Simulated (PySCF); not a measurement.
C4H9NSi2.
SMILES with atom numbers: `[N:1]#[C:2][C@@H:3]1[CH2:4][Si@@H:5]1[CH2:6][SiH3:7]` (hydrogens: H8 on C3; H9, H10 on C4; H11 on Si5; H12, H13 on C6; H14, H15, H16 on Si7)

Computed with PBE0-D3(BJ)/def2-SVP geometry optimisation, gas phase in PySCF.

Question: What internal coordinates does the optimisation give?

Answer: 
```tsv
bond	length (pm)
N1≡C2	116.1
C2–C3	143.1
C3–C4	155.5
C4–Si5	185.1
Si5–C6	185.9
C6–Si7	189.2
C3–Si5	188.8
C3–H8	109.6
C4–H9	109.5
C4–H10	109.5
Si5–H11	148.4
C6–H12	110.3
C6–H13	110.3
Si7–H14, Si7–H15, Si7–H16	149.4
```

Bonds in one row agree within 1 pm and their mean is given. A selection of angles:
```tsv
angle	degrees
N1–C2–C3	176.9
C2–C3–C4	117.6
C2–C3–Si5	117.6
C2–C3–H8	113.8
C4–C3–Si5	64.2
C4–C3–H8	116.2
Si5–C3–H8	118.9
C3–C4–Si5	66.7
C3–C4–H9	115.4
C3–C4–H10	114.7
Si5–C4–H9	119.4
Si5–C4–H10	120.1
H9–C4–H10	112.7
C4–Si5–C6	121.3
C4–Si5–H11	118.2
C6–Si5–H11	117.4
C3–Si5–C4	49.1
C3–Si5–C6	116.5
C3–Si5–H11	115.8
Si5–C6–Si7	113.6
Si5–C6–H12	109.9
Si5–C6–H13	107.5
Si7–C6–H12	109.5
Si7–C6–H13	108.6
H12–C6–H13	107.6
C6–Si7–H14	109.2
H14–Si7–H15	108.9
```

Torsions: C2–C3–C4–Si5 -109° (anticlinal); C3–C4–Si5–C6 99° (anticlinal); C4–Si5–C6–Si7 -136° (anticlinal); C2–C3–Si5–C4 109° (anticlinal).

The 3-membered ring C3–C4–Si5 has internal angles of 49.1° to 66.7°. Si5 (SiH silicon) has angles from 49.1° to 121.3°. The 4 C–Si bonds span 1.851 Å (C4–Si5, drawn single) to 1.892 Å (C6–Si7, drawn single), a spread of 0.041 Å. The C–C distances run from 1.431 Å (C2–C3, drawn single) to 1.555 Å (C3–C4, drawn single), a spread of 0.124 Å. Si7 (SiH3 silicon) is tetrahedral (angles from 108.6° to 110.3°).

Point group: C1 (no symmetry element, even within 0.4 Å). No frequency check. One conformer, not necessarily the lowest.
